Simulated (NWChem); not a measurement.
System: cyclopentadiene (C5H6); SMILES C1=CCC=C1

The following NWChem deck was run.

```
start job
memory heap 200 mb stack 900 mb global 1100 mb
geometry units angstroms
  C      0.731799     0.000000    -0.991285
  C      1.175476     0.000000     0.284327
  C      0.000000     0.000000     1.209057
  C     -1.175476     0.000000     0.284327
  C     -0.731799     0.000000    -0.991285
  H      1.353492     0.000000    -1.888672
  H      2.215769     0.000000     0.612775
  H      0.000000     0.880871     1.878769
  H      0.000000    -0.880871     1.878769
  H     -2.215769     0.000000     0.612775
  H     -1.353492     0.000000    -1.888672
end
basis spherical
  * library 6-31g*
end
dft
  xc hfexch
  iterations 150
end
driver
  maxiter 120
end
task dft optimize
task dft freq
```

The level has its own optimisation; frequencies are unscaled. Brackets give each atom's bonded neighbours.

Question: What results follow from this input? (Hartree-Fock/6-31G* (spherical d).) Quantities: r C–H [C(CCH)–H(C)] (Å); r C–C [C(CCH)–C(CCHH)] (Å); r C–H [C(CCHH)–H(C)] (Å); highest harmonic frequency (cm⁻¹); lowest (cm⁻¹); zero-point energy (kcal/mol); dipole (D).

Answer: 
| Item | Result |
|---|---|
| r C–H [C(CCH)–H(C)] (Å) | 1.074 |
| r C–C [C(CCH)–C(CCHH)] (Å) | 1.506 |
| r C–H [C(CCHH)–H(C)] (Å) | 1.089 |
| highest harmonic frequency (cm⁻¹) | 3417 |
| lowest (cm⁻¹) | 379 |
| zero-point energy (kcal/mol) | 62.6 |
| dipole (D) | 0.31 |
